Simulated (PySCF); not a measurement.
C6H6N2O.
Cartesian coordinates in Å at the GFN2-xTB level; atoms count from 1:
```
atom  x, y, z in Å
C1     2.3434   -0.3471    0.1868
C2     1.2444    0.6793    0.1642
O3     1.4491    1.8610    0.3044
C4    -0.1462    0.1692   -0.0413
C5    -1.2095    1.0646   -0.0264
C6    -2.4860    0.5447   -0.2184
N7    -2.7072   -0.7414   -0.4124
N8    -1.7196   -1.5830   -0.4331
C9    -0.4794   -1.1743   -0.2574
H10    2.3835   -0.8733   -0.7649
H11    2.1601   -1.0744    0.9752
H12    3.2941    0.1488    0.3642
H13   -1.0303    2.1175    0.1309
H14   -3.3648    1.1735   -0.2173
H15    0.2639   -1.9572   -0.2935
```

Computed at PBE0/pcSseg-1 (PySCF, non-relativistic), with Q(17O) = −0.0256 b, Q(14N) = 0.02044 b: O3, 17O (I = 5/2): χzz = 12.12 MHz, η = 0.492; N7, 14N (I = 1): χzz = -6.517 MHz, η = 0.235; N8, 14N (I = 1): χzz = -6.351 MHz, η = 0.179.

**Question.** Find the zero-field quadrupole resonance frequencies of 17O at O3.

**Answer.** From the eigenvalues of H = χ/[4I(2I − 1)] × [3Iz² − I(I + 1) + η(Ix² − Iy²)], steps between neighbouring levels, labelled as for η = 0: ±1/2↔±3/2 2.243 MHz, ±3/2↔±5/2 3.483 MHz (ketone oxygen).

**Question.** Find the zero-field quadrupole resonance frequencies of 14N at N7.

**Answer.** From ν± = (3/4)|χ|(1 ± η/3) and ν0 = |χ|η/2: ν+ 5.270 MHz, ν− 4.506 MHz, ν0 0.765 MHz (pyridine-type nitrogen).

**Question.** Where would the pure quadrupole (NQR) lines of 14N at N8 fall for the rigid, isolated species?

**Answer.** From ν± = (3/4)|χ|(1 ± η/3) and ν0 = |χ|η/2: ν+ 5.047 MHz, ν− 4.479 MHz, ν0 0.568 MHz (pyridine-type nitrogen).

In a crystal, neighbours and librations shift these lines. GFN2-xTB frequencies show an imaginary mode (21i cm⁻¹), so this geometry is no minimum at that level. GFN2-xTB bond lengths can be off by several hundredths of an ångström, more for odd bonds, and the gradients follow them. The basis is small and wasn't made for field gradients, so the couplings can be 20 % off.

These values come from a run that also computed NMR shieldings. Time: 30 s. Hardware: Arm Neoverse V1, one thread, no GPU, on a shared host.

One conformer stands for the species.
